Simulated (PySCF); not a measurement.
Br$_{4}$Sn (SMILES [Br][Sn]([Br])([Br])[Br]), singlet, geometry from GFN2-xTB (such geometries of metal compounds can be far from the true shape) (all electrons, no relativity), with bond 3-2 at 2.0 times its length; SVWN5/STO-3G run with PySCF.

Here is a job for PySCF.
```python
from pyscf import gto, scf, dft

mol = gto.M(
    atom='''
Br   -0.911861    2.255196   -0.770926
Sn   -0.000000    0.000000    0.000000
Br   -3.512922   -3.616340   -0.792693
Br    0.557732    0.113383    2.487530
Br    2.110590   -0.560409   -1.320257
''',
    basis='sto-3g',
    charge=0,
    spin=0,
    verbose=4,
)

mf = dft.RKS(mol)
mf.xc = 'lda,vwn'
mf.conv_tol = 1e-12
mf.kernel()
mf.analyze()
```

The log (banner, timings and long lists left out):

```
PySCF version 2.14.0

[INPUT] verbose = 4
[INPUT] num. atoms = 5
[INPUT] num. electrons = 190
[INPUT] charge = 0
[INPUT] spin (= nelec alpha-beta = 2S) = 0
[INPUT] symmetry False subgroup None
[INPUT] Mole.unit = angstrom
[INPUT] Symbol           X                Y                Z      unit          X                Y                Z       unit  Magmom
[...]
nuclear repulsion = 2039.67625898119
number of shells = 43
number of NR pGTOs = 297
number of NR cGTOs = 99
basis = sto-3g
ecp = {}

******** <class 'pyscf.dft.rks.RKS'> ********
method = RKS
initial guess = minao
damping factor = 0
level_shift factor = 0
DIIS = <class 'pyscf.scf.diis.CDIIS'>
diis_start_cycle = 1
diis_space = 8
diis_damp = 0
SCF conv_tol = 1e-12
SCF conv_tol_grad = None
SCF max_cycles = 50
direct_scf = True
direct_scf_tol = 1e-13
XC library pyscf.dft.libxc version 7.1.2
    S. Lehtola, C. Steigemann, M. J. T. Oliveira, and M. A. L. Marques,  SoftwareX 7, 1–5 (2018)
XC functionals = lda,vwn
    P. A. M. Dirac,  Math. Proc. Cambridge Philos. Soc. 26, 376 (1930)
    F. Bloch,  Z. Phys. 57, 545 (1929)
    S. H. Vosko, L. Wilk, and M. Nusair,  Can. J. Phys. 58, 1200 (1980)
radial grids:
    Treutler-Ahlrichs [JCP 102, 346 (1995); DOI:10.1063/1.469408] (M4) radial grids

becke partition: Becke, JCP 88, 2547 (1988); DOI:10.1063/1.454033
pruning grids: <function nwchem_prune>
grids dens level: 3
symmetrized grids: False
atomic radii adjust function: <function treutler_atomic_radii_adjust>
small_rho_cutoff = 0
Set gradient conv threshold to 1e-06
Initial guess from minao.
tot grids = 103656
init E= -16098.3916062883

WARN: HOMO -0.741934320046302 == LUMO -0.741927648595791

cycle= 1 E= -16128.2172505773  delta_E= -29.8  |g|= 0.314  |ddm|= 3.55
[...]
cycle= 2 E= -16128.3667275677  delta_E= -0.149  |g|= 0.339  |ddm|= 3.93
[...]
cycle= 3 E= -16128.4184912106  delta_E= -0.0518  |g|= 0.219  |ddm|= 1.55

WARN: HOMO -0.0171968886653119 == LUMO -0.0171962779457642

cycle= 4 E= -16121.0933540418  delta_E= 7.33  |g|= 0.428  |ddm|= 7.61
[...]
cycle= 5 E= -16121.097758334  delta_E= -0.0044  |g|= 0.418  |ddm|= 5.76

WARN: HOMO 0.0073695008071667 == LUMO 0.00742663660801939

cycle= 6 E= -16121.098969274  delta_E= -0.00121  |g|= 0.417  |ddm|= 5.76

WARN: HOMO 0.00834108738649952 == LUMO 0.00840640424264672

cycle= 7 E= -16121.0991018989  delta_E= -0.000133  |g|= 0.416  |ddm|= 5.74

WARN: HOMO 0.00834079832443201 == LUMO 0.00841092659708791

cycle= 8 E= -16121.0990908998  delta_E= 1.1e-05  |g|= 0.416  |ddm|= 0.497

WARN: HOMO 0.00871273917022584 == LUMO 0.00888667476046642

cycle= 9 E= -16121.0992865148  delta_E= -0.000196  |g|= 0.417  |ddm|= 1.56

WARN: HOMO -0.0122119173090807 == LUMO -0.0118596688654247

cycle= 10 E= -16121.0967324611  delta_E= 0.00255  |g|= 0.422  |ddm|= 0.42
[...]
cycle= 11 E= -16128.2974957425  delta_E= -7.2  |g|= 0.448  |ddm|=  7.7
[...]
cycle= 12 E= -16128.3645426692  delta_E= -0.067  |g|= 0.328  |ddm|= 1.22
[...]
cycle= 13 E= -16128.3825143287  delta_E= -0.018  |g|= 0.311  |ddm|= 0.56
[...]
cycle= 14 E= -16128.4038084031  delta_E= -0.0213  |g|= 0.246  |ddm|= 0.602
[...]
cycle= 15 E= -16125.7310627719  delta_E= 2.67  |g|= 0.222  |ddm|= 6.09
[...]
cycle= 16 E= -16128.4578112237  delta_E= -2.73  |g|= 0.332  |ddm|=  5.8
[...]
cycle= 17 E= -16128.4474826672  delta_E= 0.0103  |g|= 0.115  |ddm|= 3.17

WARN: HOMO -0.00133057502583493 == LUMO -0.000509661518422799

cycle= 18 E= -16121.0974694816  delta_E= 7.35  |g|= 0.42  |ddm|= 7.65

WARN: HOMO -0.000941481919232531 == LUMO -2.50863169001941e-05

cycle= 19 E= -16121.0975444886  delta_E= -7.5e-05  |g|= 0.419  |ddm|= 1.07

WARN: HOMO -0.000982285591937374 == LUMO -8.4873045906847e-05

cycle= 20 E= -16121.0975797712  delta_E= -3.53e-05  |g|= 0.419  |ddm|= 0.231

WARN: HOMO 0.0033170885462571 == LUMO 0.00396268560538231

cycle= 21 E= -16121.0989612206  delta_E= -0.00138  |g|= 0.418  |ddm|= 0.559
[...]
cycle= 22 E= -16128.4458409321  delta_E= -7.35  |g|= 0.129  |ddm|= 7.64

WARN: HOMO -0.0845160659278389 == LUMO -0.0845041642371587

cycle= 23 E= -16128.2395640182  delta_E= 0.206  |g|= 0.0883  |ddm|= 3.72
[...]
cycle= 24 E= -16128.4492722468  delta_E= -0.21  |g|= 0.132  |ddm|= 3.75
[...]
cycle= 25 E= -16128.4384095195  delta_E= 0.0109  |g|= 0.126  |ddm|= 0.316
[...]
cycle= 26 E= -16128.4431159862  delta_E= -0.00471  |g|= 0.0961  |ddm|= 0.174
[...]
cycle= 27 E= -16125.7466519302  delta_E=  2.7  |g|= 0.286  |ddm|= 6.03
[...]
cycle= 28 E= -16125.7559441963  delta_E= -0.00929  |g|= 0.341  |ddm|= 0.0994
[...]
cycle= 29 E= -16128.2087715933  delta_E= -2.45  |g|= 0.228  |ddm|= 4.52
[...]
cycle= 30 E= -16128.2451161379  delta_E= -0.0363  |g|= 0.0905  |ddm|= 3.33
[...]
cycle= 31 E= -16128.4420151127  delta_E= -0.197  |g|= 0.102  |ddm|= 3.77
[...]
cycle= 32 E= -16128.2408251209  delta_E= 0.201  |g|= 0.0822  |ddm|= 3.77
[...]
cycle= 33 E= -16128.2411953705  delta_E= -0.00037  |g|= 0.0785  |ddm|= 0.0156
[...]
cycle= 34 E= -16128.4346889532  delta_E= -0.193  |g|= 0.14  |ddm|= 3.78
[...]
cycle= 35 E= -16128.432079376  delta_E= 0.00261  |g|= 0.151  |ddm|= 0.0603
[...]
cycle= 36 E= -16128.4318209638  delta_E= 0.000258  |g|= 0.152  |ddm|= 0.0333
[...]
cycle= 37 E= -16128.4420142957  delta_E= -0.0102  |g|= 0.107  |ddm|= 0.206
[...]
cycle= 38 E= -16128.2413831115  delta_E= 0.201  |g|= 0.0765  |ddm|= 3.76
[...]
cycle= 39 E= -16128.2482101841  delta_E= -0.00683  |g|= 0.0886  |ddm|=  3.3
[...]
cycle= 40 E= -16128.2412845022  delta_E= 0.00693  |g|= 0.0779  |ddm|=  3.3
[...]
cycle= 41 E= -16128.2420335708  delta_E= -0.000749  |g|= 0.0697  |ddm|=  3.3
[...]
cycle= 42 E= -16128.2420843336  delta_E= -5.08e-05  |g|= 0.0689  |ddm|= 0.0171
[...]
cycle= 43 E= -16128.4388419972  delta_E= -0.197  |g|= 0.124  |ddm|= 3.77
[...]
cycle= 44 E= -16128.4398904302  delta_E= -0.00105  |g|= 0.119  |ddm|= 0.104
[...]
cycle= 45 E= -16128.4399021448  delta_E= -1.17e-05  |g|= 0.12  |ddm|= 0.0835
[...]
cycle= 46 E= -16128.4355307757  delta_E= 0.00437  |g|= 0.143  |ddm|= 0.129
[...]
cycle= 47 E= -16128.4393378  delta_E= -0.00381  |g|= 0.124  |ddm|= 0.0693
[...]
cycle= 48 E= -16128.4590839739  delta_E= -0.0197  |g|= 0.153  |ddm|= 0.502

WARN: HOMO 0.0112906823416949 == LUMO 0.0115753852592417

cycle= 49 E= -16121.1002202178  delta_E= 7.36  |g|= 0.416  |ddm|= 7.63

WARN: HOMO -0.0125341274259496 == LUMO -0.011993121326019

cycle= 50 E= -16121.0959893567  delta_E= 0.00423  |g|= 0.423  |ddm|= 0.0787
SCF not converged.
SCF energy = -16121.0959893567
**** SCF Summaries ****
Total Energy =                      -16121.095989356723294
Nuclear Repulsion Energy =            2039.676258981191495
One-electron Energy =               -26631.812328265044926
Two-electron Energy =                 8471.040079927130137
Two-electron Coulomb Energy =         8979.777799337189208
DFT Exchange-Correlation Energy =     -508.737719410059469
HOMO-LUMO gap [eV] =                     0.014721525824386
**** MO energy ****
[...]
 ** Mulliken pop on meta-lowdin orthogonal AOs  **
 ** Mulliken pop  **
 ** Mulliken atomic charges  **
charge of    0Br =     -0.84182
charge of    1Sn =     -2.67079
charge of    2Br =      4.99989
charge of    3Br =     -0.61879
charge of    4Br =     -0.86849
Dipole moment(X, Y, Z, Debye): -91.37063, -94.10979, -19.24797
```

The run did not converge; its last values are not results.
